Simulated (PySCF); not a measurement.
Compounds:
1. SMILES C/C=C/C=C\Cl, C5H7Cl
2. SMILES C1[Si@H](C=C)CC[P@@H](=O)C1, C6H13OPSi
3. `InChI=1S/C5H7Cl/c6-4-3-5(4)1-2-5/h4H,1-3H2/t4-/m1/s1`
4. `Cc1[pH]c2ccccc2c1F`, C9H8FP
5. `[SiH3][C@]1(Cl)C[SiH2]1`, C2H7ClSi2
6. SMILES CC(OC(C)=O)(C)C, C6H12O2
7. SMILES O=C(NC)C, C3H7NO

[PySCF 2.14: structure optimised with GFN2-xTB; GIAO PBE0/pcSseg-1 shieldings; isolated molecule; averaged over atoms made equivalent by symmetry, fast rotation or ring inversion; one computed conformer; no relativistic terms]

Shifts are taken against calculated references (same method and geometry level): TMS for ¹H (31.72 ppm), ¹³C (186.93 ppm). Acid and N–H amide carbonyl carbons lie up to 10 ppm further downfield in solution (hydrogen bonding). Shifts are as computed. Against solution values, carbons near 30 ppm lie about +3 ppm off and those near 130 ppm about +5 ppm; carbons on Cl a further +6 ppm. Of 1211 compounds with measured shifts, 218 miss one by over three times the rms of a fit or turn the order of signals round; such compounds aren't used in these exercises. Carbons bonded to Cl come out too deshielded. OH and NH positions are gas-phase values without hydrogen bonding to other molecules.

Task: Which show a ¹³C signal between 60 and 100 ppm?

Result: 6 (80.6: fully substituted sp3 carbon bonded to O).

Task: Which show a ¹³C signal between 100 and 160 ppm?

Result: 1 (142.2, 137.7, 132.7, 128.9: alkene CH); 2 (142.8, 141.5: terminal =CH2 carbon, alkene CH); 4 (145.2, 142.5, 136.1, 133.2: ring-fusion aromatic carbon, aromatic CH).

Task: Which show a ¹³C signal between 160 and 185 ppm?

Result: 4 (166.5: unsaturated ring carbon); 6 (176.1: ester carbonyl carbon); 7 (168.3: amide carbonyl carbon).

Task: Which give exactly 3 ¹³C signals?

Result: 7 (δ 168.3, 26.4, 24.0).
